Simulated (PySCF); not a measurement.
## Which determinant of GaSb lies lowest?

Unrestricted PBE0; Ga cc-pVTZ-PP with ECP10, Sb cc-pVTZ-PP with ECP28; scalar-relativistic core potentials (PySCF 2.14). Outer shells of the fragments: Ga 3d10 4s2 4p1; Sb 4d10 5s2 5p3.

Followed along the bond (rough minima from three points):

| 2Ms+1 | unpaired | ⟨S²⟩ at the start | R at minimum (Å) | Te (eV) |
| --- | --- | --- | --- | --- |
| 3 | π ↑↑ | 2.01 | 2.78 | 0.00 |
| 3 | σ ↑, π ↑ | 2.01 | 2.55 | 0.18 |
| 1 | π ↑↓ | 1.01 | 2.78 | 0.27 |
| 1 | σ ↓, π ↑ | 1.02 | 2.53 | 0.37 |
| 1 | none | 0.00 | 2.77 | 1.08 |

Solutions found at the starting distance of 2.570 Å, counted from the lowest of them; the search is not exhaustive and high or unbound solutions are not listed, so other states can lie among these:

```tsv
2Ms+1	unpaired	term	E (eV)	⟨S²⟩	⟨Lz²⟩	μ (D)
3	π ↑↑	³Σ⁻	0.00	2.01	0.00	-0.53
3	σ ↑, π ↑	³Π	0.05	2.01	1.01	-1.83
1	σ ↓, π ↑	mixed	0.24	1.02	1.01	-1.85
1	π ↑↓	mixed	0.27	1.01	2.02	-0.47
1	none	mixed	1.07	0.00	2.01	-0.20
1	none	¹Σ⁺	1.17	0.00	0.00	-2.73
5	σ ↑, π ↑↑↑	⁵Π	1.73	6.01	1.00	1.36
3	σ ↓, π ↑↑↑	mixed	2.33	3.02	1.01	1.52
3	π ↑↑	mixed	2.82	2.01	2.01	-0.40
3	π ↑↑	mixed	3.11	2.01	2.01	-0.64
```

A term symbol is given only where ⟨S²⟩ and ⟨Lz²⟩ are close to those of a pure state; real π, δ and φ orbitals otherwise mix terms. A positive dipole means Ga(−)Sb(+).

Problem. Compare the gap between the two lowest followed solutions at the starting distance with the gap between their minima.

Solution. At PBE0 the second solution (triplet, unpaired electrons σ ↑, π ↑) lies +0.05 eV from the first (triplet, unpaired electrons π ↑↑) at 2.570 Å and +0.18 eV at the minima; the two curves relax by different amounts, since their minima lie near 2.55 and 2.78 Å.

Spin–orbit coupling is left out.
